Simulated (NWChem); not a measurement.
Molecule: C4H5O3, doublet; SMILES O1C(=O)O[C](C)C1

```xyz
12

C      0.5844     2.3646    -0.1090
C      0.0910     1.0200     0.2373
C     -1.2983     0.4957     0.0746
O     -1.1016    -0.9064     0.0362
C      0.2083    -1.1976    -0.0354
O      0.6739    -2.2819    -0.1289
O      0.9305    -0.0441     0.0188
H      1.5808     2.5382     0.3237
H     -0.0985     3.1347     0.2785
H      0.6694     2.5078    -1.2053
H     -1.9753     0.7520     0.9073
H     -1.7841     0.8225    -0.8686
```
Atoms are numbered in this order, from 1.

All runs: NWChem. Spin-unrestricted. Geometry: optimised at PBE0/def2-SVP, spin-unrestricted. No frequency run checked for a minimum. No stability test was run on the SCF state. Atomic charges in e: unrestrained fits to the electrostatic potential beside Mulliken populations; buried atoms are poorly determined by the fit.

Q: Estimate the computed values for B3LYP/def2-SVP. Quantities: ESP C1; Mulliken C1; ESP C2; Mulliken C2; ESP C3; Mulliken C3; ESP O4; Mulliken O4; ESP C5; Mulliken C5; relative RMS misfit of the potential (%).

A: The ESP C1 is -0.02 and the Mulliken C1 comes out as 0.07. The ESP C2 is -0.03 and the Mulliken C2 is -0.11. The ESP C3 comes out as 0.46, the Mulliken C3 is 0.26 and the ESP O4 comes out as -0.48. The Mulliken O4 is -0.29. The ESP C5 comes out as 0.91 and the Mulliken C5 is 0.29. The relative RMS misfit of the potential (%) comes out as 21.
